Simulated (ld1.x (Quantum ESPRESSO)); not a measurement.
**C (Z = 6), TM: configuration errors across variants**

carbon (C), norm-conserving Troullier–Martins (Kleinman–Bylander form), made with ld1.x (Quantum ESPRESSO) 7.5 (BP86, non-relativistic). Core [He], reference 2s2 2p2. Waves: 2p (bound): rc 1.60 bohr; 3d channel at 0.45 Ry: rc 1.50 bohr; 2s (bound): rc 1.25 bohr. Local part: the s channel. Core correction: none.

All-electron excitation energies from the reference (eV): (1) 2s2 2p1 10.947; (2) 2s2 2p0 35.147; (3) 2s1 2p0 83.401; (4) 2s2 2p1.5 4.009; (5) 2s1 2p2 19.713; (6) 2s0 2p4 16.957; (7) 2s2 2p2.3 -1.189.

Errors AE − PS in meV (a dash: test not solved or not reliable):

| change | (1) | (2) | (3) | (4) | (5) | (6) | (7) | bound ghosts |
| --- | --- | --- | --- | --- | --- | --- | --- | --- |
| base | +13 | +148 | +319 | +1.7 | -4.3 | +36 | +0.2 | none |
| all radii scaled by about 0.85 (s 1.06, p 1.36, d 1.26 bohr) | +8.1 | +108 | +252 | +1.0 | +1.4 | +37 | +0.1 | none |
| all radii scaled by about 0.90 (s 1.12, p 1.44, d 1.36 bohr) | +9.1 | +116 | +269 | +1.1 | -0.1 | +36 | +0.1 | none |
| all radii scaled by about 1.07 (s 1.34, p 1.72, d 1.60 bohr) | +17 | +182 | +377 | +2.3 | -8.9 | +35 | +0.2 | none |
| all radii scaled by about 1.15 (s 1.44, p 1.84, d 1.72 bohr) | +24 | +237 | +460 | +3.3 | -15 | +37 | +0.4 | none |
| all radii scaled by about 1.24 (s 1.56, p 1.98, d 1.86 bohr) | +33 | +313 | +574 | +4.8 | -24 | +39 | +0.5 | none |
| all radii scaled by about 1.28 (s 1.60, p 2.06, d 1.92 bohr) | +40 | +369 | +669 | +5.8 | -32 | +35 | +0.6 | none |
| all radii scaled by about 1.37 (s 1.72, p 2.20, d 2.06 bohr) | +52 | +454 | +789 | +7.7 | -41 | +38 | +0.9 | none |

**Question.** Give the same row for: all radii scaled by about 0.77 (s 0.96, p 1.22, d 1.16 bohr).

**Answer.** +7.3, +100, +231, +0.8, +3.7, +41, +0.1; bound ghosts: none.
